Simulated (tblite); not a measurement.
Species: C₃H₉FO₂Si₂.
Numbering: `[CH3:1][O:2][C:3](=[O:4])[Si@H:5]([F:6])[SiH2:7][CH3:8]` (hydrogens: H9, H10, H11 on C1; H12 on Si5; H13, H14 on Si7; H15, H16, H17 on C8)

Computed geometry: GFN2-xTB, gas phase.

Question: What internal coordinates does the optimisation give?

Answer: 
| bond | length (bohr) |
| --- | --- |
| C1–O2 | 2.689 |
| O2–C3 | 2.519 |
| C3=O4 | 2.287 |
| C3–Si5 | 3.620 |
| Si5–F6 | 3.058 |
| Si5–Si7 | 4.369 |
| Si7–C8 | 3.586 |
| C1–H9, C1–H10, C1–H11 | 2.060 |
| Si5–H12 | 2.763 |
| Si7–H13 | 2.782 |
| Si7–H14 | 2.786 |
| C8–H15, C8–H16, C8–H17 | 2.053 |

Bonds in one row agree within 0.02 bohr and their mean is given. A selection of angles:
| angle | degrees |
| --- | --- |
| O2–C1–H9 | 107.0 |
| O2–C1–H10 | 109.6 |
| H9–C1–H10 | 110.3 |
| H9–C1–H11 | 111.0 |
| C1–O2–C3 | 118.2 |
| O2–C3–O4 | 123.7 |
| O2–C3–Si5 | 112.1 |
| O4–C3–Si5 | 124.2 |
| C3–Si5–F6 | 105.1 |
| C3–Si5–Si7 | 110.5 |
| C3–Si5–H12 | 106.2 |
| F6–Si5–Si7 | 110.2 |
| F6–Si5–H12 | 102.0 |
| Si7–Si5–H12 | 121.4 |
| Si5–Si7–C8 | 109.3 |
| Si5–Si7–H13 | 111.2 |
| Si5–Si7–H14 | 112.2 |
| C8–Si7–H13 | 109.2 |
| C8–Si7–H14 | 108.8 |
| H13–Si7–H14 | 106.1 |
| Si7–C8–H15 | 110.9 |
| H15–C8–H16 | 107.4 |

Torsions: C1–O2–C3–O4 1° (synperiplanar); O2–C3–Si5–F6 -7° (synperiplanar); C3–Si5–Si7–C8 -59° (synclinal).

Of the pairs four or more bonds apart, O4···H11 is among the closest relative to their van der Waals radii: 2.34 Å, 86 % of the sum of Bondi's values. The 3 C–O bonds span 1.210 Å (C3=O4, drawn double) to 1.423 Å (C1–O2, drawn single), a spread of 0.213 Å. Si7 (SiH2 silicon) is tetrahedral (angles from 106.1° to 112.2°). Si5 (fluorine-bound silicon) is distorted tetrahedral (angles from 102.0° to 121.4°). O2 (oxygen singly bound to a carbonyl carbon) is bent (angle 118.2°).

Point group: C1 (no symmetry element, even within 0.4 Å). GFN2-xTB frequencies show an imaginary mode (26i cm⁻¹), so the point is no minimum at that level.
